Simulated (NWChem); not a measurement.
System: C3H5Br; SMILES CC(=C)Br

Input file for NWChem:

```
start job
memory heap 200 mb stack 900 mb global 1100 mb
geometry units angstroms noautoz
  C      1.309892    -1.528559     0.000000
  C      0.113003    -0.943809     0.000000
  C     -1.211093    -1.628176     0.000000
  Br     0.000407     0.956740     0.000000
  H      2.239049    -0.956894     0.000000
  H      1.373598    -2.620470     0.000000
  H     -1.800039    -1.343433     0.885922
  H     -1.076627    -2.719620     0.000000
  H     -1.800039    -1.343433    -0.885922
end
basis spherical
  C library def2-svp
  Br library def2-svp
  H library def2-svp
end
dft
  xc b3lyp
  iterations 150
  mulliken
end
task dft energy
```

Output (shortened):

```
             Northwest Computational Chemistry Package (NWChem) 7.3.0
             --------------------------------------------------------

 CS  symmetry detected

                             Geometry "geometry" -> ""
                             -------------------------

 Output coordinates in angstroms (scale by  1.889725989 to convert to a.u.)

  No.       Tag          Charge          X              Y              Z
 ---- ---------------- ---------- -------------- -------------- --------------
    1 C                    6.0000     1.30892330    -1.52437853     0.00000000
    2 C                    6.0000     0.11094720    -0.94185891     0.00000000
    3 C                    6.0000    -1.21187177    -1.62869103     0.00000000
    4 Br                  35.0000    -0.00518863     0.95847707     0.00000000
    5 H                    1.0000     2.23701389    -0.95098384     0.00000000
    6 H                    1.0000     1.37466303    -2.61616897     0.00000000
    7 H                    1.0000    -1.80134712    -1.34504552     0.88592200
    8 H                    1.0000    -1.07537304    -2.71988268     0.00000000
    9 H                    1.0000    -1.80134712    -1.34504552    -0.88592200

 Effective nuclear repulsion energy (a.u.)     228.7834393850

      Symmetry information
      --------------------

 Group name             Cs
 Group number              2
 Group order               2
 No. of unique centers     8

                                 NWChem DFT Module
                                 -----------------

 Summary of "ao basis" -> "ao basis" (spherical)
 ------------------------------------------------------------------------------
       Tag                 Description            Shells   Functions and Types
 ---------------- ------------------------------  ------  ---------------------
 C                          def2-svp                 6       14   3s2p1d
 Br                         def2-svp                12       32   5s4p3d
 H                          def2-svp                 3        5   2s1p

      Symmetry analysis of basis
      --------------------------

        a'         69
        a"         30

            General Information
            -------------------
          SCF calculation type: DFT
          Wavefunction type:  closed shell.
          No. of atoms     :     9
          No. of electrons :    58
           Alpha electrons :    29
            Beta electrons :    29
          Charge           :     0
          Spin multiplicity:     1
          Use of symmetry is: on ; symmetry adaption is: on
          Maximum number of iterations: 150
          AO basis - number of functions:    99
                     number of shells:    45
          Convergence on energy requested:  1.00D-06
          Convergence on density requested:  1.00D-05
          Convergence on gradient requested:  5.00D-04

              XC Information
              --------------
                         B3LYP Method XC Potential
                     Hartree-Fock (Exact) Exchange  0.200
                        Slater Exchange Functional  0.800 local
                    Becke 1988 Exchange Functional  0.720 non-local
              Lee-Yang-Parr Correlation Functional  0.810
                  VWN I RPA Correlation Functional  0.190 local

             Grid Information
             ----------------
          Grid used for XC integration:  medium
          Radial quadrature: Mura-Knowles
          Angular quadrature: Lebedev.
          Tag              B.-S. Rad. Rad. Pts. Rad. Cut. Ang. Pts.
          ---              ---------- --------- --------- ---------
          C                   0.70       49          10.0       434
          Br                  1.15      112          10.0       590
          H                   0.35       45          11.0       434
          Grid pruning is: on
          Number of quadrature shells:   439
          Spatial weights used:  Erf1

      Superposition of Atomic Density Guess
      -------------------------------------

 Sum of atomic energies:       -2687.45663515

      Non-variational initial energy
      ------------------------------

 Total energy =   -2689.590010
 1-e energy   =   -4190.625450
 2-e energy   =    1272.252001
 HOMO         =      -0.286889
 LUMO         =       0.025779

      Symmetry analysis of molecular orbitals - initial
      -------------------------------------------------

  Numbering of irreducible representations:

     1 a'          2 a"

  Orbital symmetries:

     1 a'          2 a'          3 a'          4 a'          5 a"
     6 a'          7 a'          8 a'          9 a'         10 a'
    11 a'         12 a"         13 a'         14 a'         15 a"
    16 a'         17 a"         18 a'         19 a'         20 a'
    21 a'         22 a'         23 a'         24 a"         25 a'
    26 a'         27 a"         28 a'         29 a"         30 a"
    31 a'         32 a'         33 a'         34 a'         35 a"
    36 a'         37 a'         38 a'         39 a'

     ---------------------------------------------
      Total Density - Mulliken Population Analysis
     ---------------------------------------------

    Atom       Charge   Shell Charges
 -----------   ------   -------------------------------------------------------
    1 C    6     6.27   1.99  0.97  0.26  2.06  0.97  0.02
    2 C    6     5.94   1.99  0.96  0.23  1.66  1.05  0.05
    3 C    6     6.16   1.99  0.96  0.14  2.05  1.00  0.02
    4 Br  35    35.17   2.00  2.00  2.00  1.36  0.57  6.00  5.99  2.34  2.89  8.23  1.73  0.07
    5 H    1     0.90   0.66  0.21  0.03
    6 H    1     0.89   0.66  0.21  0.03
    7 H    1     0.88   0.66  0.20  0.03
    8 H    1     0.90   0.67  0.21  0.02
    9 H    1     0.88   0.66  0.20  0.03

[...]
```

Level: B3LYP/def2-SVP. Geometry: optimised at PBE0/def2-SVP.
